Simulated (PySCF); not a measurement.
# Excited states of C(2+) (carbon, charge +2)

Ground state [He] 2s2, ¹S. Computed with PySCF 2.14 in aug-cc-pCVTZ-DK with one added diffuse shell each of s, p, d, f type (8s7p5d3f, 75 functions), with scalar relativity by spin-free X2C-1e. Vertical excitation energies in eV without spin-orbit coupling; excited terms of each kind are numbered among those the solver found. Frozen: nothing.

```tsv
term	leading excitation	EOM-EE-CCSD
1 3P°	2s → p	6.522
1 1P°	2s → p	12.798
1 3S	2s → s	29.528
1 1S	2s → s	30.677
2 1P°	2s → p	32.136
2 3P°	2s → p	32.219
```

Only the lower part of the computed list is shown. Doubly excited terms such as np² are absent. The solver can miss terms. Rydberg members are limited by the diffuse functions of the basis.
